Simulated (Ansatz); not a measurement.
Calculated with Ansatz (gas phase, PBE0-D4/def2-TZVP geometries, no zero-point term in ΔE). CCSD(T)/CBS adds triple-zeta CCSD(T) − MP2 to the extrapolated MP2 energy (def2 sets, frozen cores). This one scheme is used for every species. DFT in def2-TZVPP. B3LYP here is the variant with VWN-RPA as its local correlation; programs differ in this. One conformer a species, not always the lowest.

`C=CB(S)Cl` + `FC[SiH2]F` → `C=CB(S)[SiH2]F` + `FCCl`  (formal exchange of groups at a B–Cl bond)

```csv
level,ΔE (kJ/mol)
B3LYP-D4,140.0
r2SCAN,142.3
PBE0,137.6
HF/def2-TZVPP,152.4
HF/def2-QZVPP,152.4
SCS-MP2/def2-QZVPP,148.9
MP2/CBS(def2),151.7
CCSD/CBS(def2),145.3
```

(1) What does CCSD(T)/CBS give? (An estimate is asked.)

Largest T1 diagnostic among the species: 0.014.

Results:

(1) Computed: +143.2 kJ/mol. The listed levels differ from it by -3.2, -0.9, -5.6, 9.2, 9.2, 5.7, 8.5, 2.1 kJ/mol.

From PBE to PBE0 (25 % exact exchange), in def2-TZVPP and without D4, ΔE moves by +6.1 kJ/mol.
